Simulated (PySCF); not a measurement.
Computed Raman spectrum (relative Raman activity) of a molecule C2H8BNO. Geometry: B3LYP-D3(BJ)/def2-SVP. The values are those of a single conformer. Computed with B3LYP-D3(BJ)/def2-SVP (PySCF 2.14.0). Frequencies are harmonic and unscaled.

Lines under 2 % of the strongest are left out, and lines within 2 cm⁻¹ are merged.

ν (cm⁻¹): 801 (vw), 935 (vw), 1054 (vw), 1106 (vw), 1140 (w), 1243 (w), 1324 (w), 1404 (vw), 1452 (vw), 1457 (w), 1472 (m), 1500 (vw), 1592 (vw), 2558 (m), 3013 (s), 3030 (vs), 3064 (vs), 3116 (s), 3121 (m), 3602 (vs), 3715 (s) (against the strongest line: vs over 80 %, s over 45 %, m over 15 %, w over 4 %, vw less)

Q: Pick the molecule that these values belong to.
A) CN(C)BO
B) COB(C)N
C) CNBOC
D) CCOBN

A: D, CCOBN
